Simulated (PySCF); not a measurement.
SMILES S([SiH2]c1cccs1)C (C5H8S2Si) at its GFN2-xTB optimised geometry (Å):

```
16

C     -1.8112    -3.3868    -0.0001
S     -0.4744    -2.1568     0.0062
Si    -1.6725    -0.3818    -0.0001
C     -0.4684     1.0332     0.0000
C      0.8960     1.0332     0.0000
C      1.4585     2.3261     0.0000
C      0.5132     3.3013    -0.0007
S     -1.0789     2.6565    -0.0009
H     -1.3422    -4.3647     0.0122
H     -2.4082    -3.2719    -0.8991
H     -2.4282    -3.2593     0.8837
H     -2.5162    -0.3875     1.1965
H     -2.5114    -0.3912    -1.2001
H      1.4705     0.1236     0.0007
H      2.5162     2.5203     0.0004
H      0.6494     4.3647    -0.0006
```

Level of theory: PBE/def2-TZVP (PySCF). Cells within 0.4 Å of a nucleus heavier than hydrogen are left out (blank, or x).

Map of the Laplacian of the electron density (e/bohr⁵), clipped to [-1.50, 1.50] on the plane z = 0.0 Å:

```
|555555555555555555555555555|
|555555555555555555555555555|
|555555555555555555555555555|
|555555555555555555555555555|
|555555555555551555555555555|
|555555555555552455555555555|
|55555555555554x555555555555|
|55555555559x33x155555555555|
|55555555559x7552x1055555555|
|5555555555444564x4555555555|
|555555555554355145555555555|
|555555555554x1xx55555555555|
|555555555543355235555555555|
|555555555995555505555555555|
|555555555xx7555555555555555|
|555555555794555555555555555|
|555555555544445555555555555|
|555555555559x95555555555555|
|555555555555x65555555555555|
|555555555634455555555555555|
|555555555xx5555555555555555|
|555555555515555555555555555|
|555555555515555555555555555|
|555555555555555555555555555|
|555555555555555555555555555|
|555555555555555555555555555|
|555555555555555555555555555|
```
Scale: ten equal steps from -1.50 (start of '0') to 1.50 (end of '9'), in the order '0123456789'; x runs from -6.50 to 6.50, y from -6.50 (bottom) to 6.50 (top).
